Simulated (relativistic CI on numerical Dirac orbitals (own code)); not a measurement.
Rh+: 4p photoemission

Computed with this model: Dirac-Coulomb-Breit CI, orbitals from a KLI potential per configuration, model QED (radiative potential, 1s self-energy scaled to tabulated hydrogen-like ionisation energies), valence Slater integrals scaled by 0.8, multiplet model of photoemission in the sudden approximation; configurations [Kr] 4d8 → [Ar] 3d10 4s2 4p5 4d8; 80 K; Lorentzian 1.2 eV and Gaussian 0.6 eV FWHM. Energies are those of the free ion, without screening or charge transfer. The energies are binding energies and can lie tens of eV above those of solids. S is read from ⟨S²⟩ = S(S + 1).

Field parameters in Wybourne normalisation: D4h B²₀ = −7Ds, B⁴₀ = 21(Dq − Dt), B⁴₄ = 21√(5/14) Dq. The field is a parameter set, without covalency.

Computed curve for free ion, scaled to 100 at the maximum (points under 2 are left out and the grid is thinned):

```json
{"Energy (eV)": "56.8", "Intensity": "2.1"}
{"Energy (eV)": "57.4", "Intensity": "2.5"}
{"Energy (eV)": "58.0", "Intensity": "3.0"}
{"Energy (eV)": "58.6", "Intensity": "3.7"}
{"Energy (eV)": "59.2", "Intensity": "4.8"}
{"Energy (eV)": "59.8", "Intensity": "6.5"}
{"Energy (eV)": "60.4", "Intensity": "9.5"}
{"Energy (eV)": "61.0", "Intensity": "15.5"}
{"Energy (eV)": "61.6", "Intensity": "30.4"}
{"Energy (eV)": "62.2", "Intensity": "69.4"}
{"Energy (eV)": "62.8", "Intensity": "100.0"}
{"Energy (eV)": "63.4", "Intensity": "74.5"}
{"Energy (eV)": "64.0", "Intensity": "59.7"}
{"Energy (eV)": "64.6", "Intensity": "46.3"}
{"Energy (eV)": "65.2", "Intensity": "44.7"}
{"Energy (eV)": "65.8", "Intensity": "58.6"}
{"Energy (eV)": "66.4", "Intensity": "71.4"}
{"Energy (eV)": "67.0", "Intensity": "58.8"}
{"Energy (eV)": "67.6", "Intensity": "63.2"}
{"Energy (eV)": "68.2", "Intensity": "56.4"}
{"Energy (eV)": "69.0", "Intensity": "44.3"}
{"Energy (eV)": "69.6", "Intensity": "62.3"}
{"Energy (eV)": "70.2", "Intensity": "68.2"}
{"Energy (eV)": "70.8", "Intensity": "44.0"}
{"Energy (eV)": "71.4", "Intensity": "29.4"}
{"Energy (eV)": "72.0", "Intensity": "29.2"}
{"Energy (eV)": "72.6", "Intensity": "27.9"}
{"Energy (eV)": "73.2", "Intensity": "24.0"}
{"Energy (eV)": "73.8", "Intensity": "30.6"}
{"Energy (eV)": "74.4", "Intensity": "27.9"}
{"Energy (eV)": "75.0", "Intensity": "26.2"}
{"Energy (eV)": "75.6", "Intensity": "43.2"}
{"Energy (eV)": "76.2", "Intensity": "47.8"}
{"Energy (eV)": "76.8", "Intensity": "26.7"}
{"Energy (eV)": "77.4", "Intensity": "13.7"}
{"Energy (eV)": "78.0", "Intensity": "7.5"}
{"Energy (eV)": "78.6", "Intensity": "4.8"}
{"Energy (eV)": "79.2", "Intensity": "3.4"}
{"Energy (eV)": "79.8", "Intensity": "2.6"}
{"Energy (eV)": "80.4", "Intensity": "2.1"}
```

The ground state has S = 1.00, and the centroid lies at 68.03 eV.
